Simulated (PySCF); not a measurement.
## Diatomic cations of Cd with the third period

MP2 with double-zeta basis sets in PySCF, for the lowest determinant that a PBE0 search found; no spin–orbit coupling. De refers to high-spin ground-configuration atoms (the charge goes to the atom of lower measured ionisation energy or higher electron affinity, which is not always the lowest computed limit).

| M | basis | reference, frozen orbitals | charged atom | state (unpaired electrons) | Re (Å) | ωe (cm⁻¹) | De (eV) |
| --- | --- | --- | --- | --- | --- | --- | --- |
| Na | def2-SVP | RHF, 1 | Na+ | singlet (closed shell) | 3.176 | 116 | 0.39 |
| Mg | cc-pVDZ/cc-pVDZ-PP | ROHF, 1 | Mg+ | doublet (σ ↑) | 2.933 | 166 | 0.75 |
| Al | def2-SVPD | RHF, 5 | Al+ | singlet (closed shell) | 3.071 | 133 | 0.59 |
| P | def2-SVP | ROHF, 5 | Cd+ | triplet (π ↑↑) | 2.496 | 278 | 1.19 |
| S | def2-SVP | ROHF, 5 | Cd+ | doublet (π ↑) | 2.347 | 352 | 1.27 |

The shortest bond is that of CdS⁺ (2.347 Å), the longest that of NaCd⁺ (3.176 Å).

The rows differ in basis set, which adds steps of its own.

The state changes along the series, so neighbouring rows are not always alike in their bonding.

Correlated steps freeze the inner cores (1 to 5 orbitals); shallow outer-core shells are correlated. Weak bonds: NaCd⁺. Basis-set superposition, not corrected here, can be much of De in a small basis, most of all at correlated wavefunction levels. For an ion De counts to the pair picked by the measured ionisation energies or electron affinities, which need not be the lowest pair at this level. States were picked by a PBE0 search and need not be the measured ground states.
